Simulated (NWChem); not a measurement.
System: ZnGeH4; SMILES [ZnH][GeH3]

```xyz
6

Zn     0.0019    -1.2224     0.0002
H      0.0033    -2.7822     0.0004
Ge     0.0007     1.1812     0.0000
H     -0.7745     1.7773     1.1968
H      1.4247     1.7774     0.0729
H     -0.6483     1.7770    -1.2698
```
Atoms are numbered in this order, from 1.

All runs use the structure optimised with PBE0/def2-SVP.

List the 4 lowest vertical singlet excitations from PBE0/def2-SVPD, TDA (NWChem).


```tsv
state	energy (eV)	oscillator strength	leading excitation (squared amplitude)
S1	5.04	0.005	HOMO → LUMO (0.98)
S2	5.04	0.005	HOMO → LUMO+1 (0.98)
S3	6.46	0.384	HOMO → LUMO+2 (0.89)
S4	7.08	0.000	HOMO−1 → LUMO (0.49)
```
